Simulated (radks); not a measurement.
Problem. The table gives one normalised radial function P(r) = r R(r) of W3+ in [Xe] 4f14 5d1.5 6s1.5 (r in bohr). All-electron calculation, scalar-relativistic Kohn-Sham, PBE, spin-unpolarised, spherical densities, point nucleus. Program: a radial shooting solver on a logarithmic mesh with Libxc functionals.

r,P
0.0006786,0.0000
0.001062,0.0000
0.001662,0.0001
0.002581,0.0002
0.00404,0.0008
0.006323,0.0027
0.009897,0.0088
0.01537,0.0272
0.02405,0.0811
0.03765,0.2171
0.05892,0.4888
0.09149,0.8227
0.1432,0.8192
0.2241,-0.0694
0.3508,-1.3100
0.5447,-1.4384
0.8526,-0.6264
1.334,-0.1035
2.089,-0.0047
3.243,0.0000
5.076,0.0000
7.945,0.0000

Which n and l does it have? It may be an empty orbital.

Solution. n = 4, l = 2: the number of nodes gives n - l - 1 = 1, the rise at small r (about r^(l+1), flatter next to the nucleus through relativity) gives l, and the extent must fit the shell. The curve is that of 4d. 4d: eigenvalue -273.00 eV, 1 radial node at r = 0.219 bohr, <r> = 0.511 bohr, 90 % of the charge inside 0.767 bohr.
